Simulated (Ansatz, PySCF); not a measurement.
CH₅MoNS₂, SMILES [CH3][Mo](=[NH])(=[S])[SH], multiplicity 1. Atoms are numbered in the order given.

```xyz
10

Mo    -0.0443    -0.0132    -0.2209
N     -0.2075    -1.1888    -1.4752
H      0.2091    -1.8822    -2.0997
S      1.9748     0.2742     0.3621
C     -0.6810     1.7860    -1.1237
H     -0.6168     2.5955    -0.3787
H     -1.7257     1.6511    -1.4497
H     -0.0614     2.0405    -1.9967
S     -1.4060    -0.5672     1.6060
H     -2.2635    -1.3472     0.9046
```

Geometry: B3LYP-D3(BJ)/def2-SVP. The multiplicity is an assumed one; no other spin state was optimised. The structure was generated by enumeration; whether it is a known compound was not checked. The def2 effective core potentials stand for the cores of Mo; spin–orbit coupling is left out. Other conformers were not sampled.

Two levels are set side by side: PBE-D3(BJ)/def2-SVP (Ansatz, a program for electronic structure) and B3LYP-D3(BJ)/def2-SVP (Ansatz). Each level has its own optimised geometry; the coordinates shown are those of the second. Frequencies come from the Hessian of PySCF at each geometry. Differences are taken from unrounded values.

```
quantity                            B3LYP-D3(BJ)
----------------------------------  ------------
mean bond length (Å)                       1.554
bond Mo1–N2 (Å)                            1.727
bond Mo1–S4 (Å)                            2.121
bond Mo1–C5 (Å)                            2.111
bond Mo1–S9 (Å)                            2.345
bond N2–H3 (Å)                             1.022
bond C5–H6 (Å)                             1.102
bond C5–H7 (Å)                             1.103
bond C5–H8 (Å)                             1.100
bond S9–H10 (Å)                            1.355
highest harmonic wavenumber (cm⁻¹)          3556
mean harmonic wavenumber (cm⁻¹)             1103
zero-point energy (kcal/mol)               37.83
```

**Question.** What does PBE-D3(BJ) give, and how far is it from B3LYP-D3(BJ)? (An estimate is asked for; the answer gives what the named calculation found.)

**Answer.** 
| quantity | PBE-D3(BJ) | PBE-D3(BJ) minus B3LYP-D3(BJ) |
|---|---|---|
| mean bond length (Å) | 1.560 | 0.006 |
| bond Mo1–N2 (Å) | 1.737 | 0.010 |
| bond Mo1–S4 (Å) | 2.130 | 0.009 |
| bond Mo1–C5 (Å) | 2.107 | -0.005 |
| bond Mo1–S9 (Å) | 2.343 | -0.002 |
| bond N2–H3 (Å) | 1.030 | 0.008 |
| bond C5–H6 (Å) | 1.110 | 0.008 |
| bond C5–H7 (Å) | 1.111 | 0.008 |
| bond C5–H8 (Å) | 1.109 | 0.008 |
| bond S9–H10 (Å) | 1.365 | 0.010 |
| highest harmonic wavenumber (cm⁻¹) | 3473 | -83 |
| mean harmonic wavenumber (cm⁻¹) | 1073 | -30 |
| zero-point energy (kcal/mol) | 36.80 | -1.03 |

Exact exchange shortens and stiffens bonds; PBE has none. Differences between two approximate levels are no errors against the true value.
